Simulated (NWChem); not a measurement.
Molecule: C2H2F2OSi; SMILES F[Si]1(F)C=CO1

```xyz
8

F     -0.0113     1.3200    -1.2711
Si     0.0862     0.3521     0.0000
F     -0.0113     1.3200     1.2711
C      1.1184    -1.1391     0.0000
C     -0.0806    -1.7629     0.0000
O     -1.1244    -0.8621     0.0000
H      2.1203    -1.5572     0.0000
H     -0.3551    -2.8240     0.0000
```
Atoms are numbered in this order, from 1.

Program: NWChem. Pople sets run with spherical d functions. Structure relaxed at the PBE0/def2-SVP level. LC-ωPBE (HJS hole) with 6-31G*; x = 1 − exp(−ω/0.25 bohr⁻¹) is a scale chosen for this fit.

| row | x | −ε(HOMO) (eV) |
|---|---|---|
| ω = 0.15 | 0.451 | 8.09 |
| ω = 0.30 | 0.699 | 9.48 |
| ω = 0.35 | 0.753 | withheld |
| ω = 0.40 | 0.798 | 10.07 |
| ω = 0.80 | 0.959 | 11.10 |

### Question
Fit a straight line of the last column on the one before it, predict the withheld value, and compare with the run.

### Answer

1. Means of the 4 shown rows: x = 0.7268, y = 9.685. Slope Σ(x − x̄)(y − ȳ)/Σ(x − x̄)² = 0.8016/0.1358 = 5.902; intercept 5.396.
2. The shown rows scatter about the line by 0.039 (root mean square); the largest residual is +0.04, at ω = 0.80.
3. At x = 0.753 (ω = 0.35; inside the shown range) the line gives 9.84.
4. The run gives 9.80, -0.04 from the line, 1.0 times the scatter.
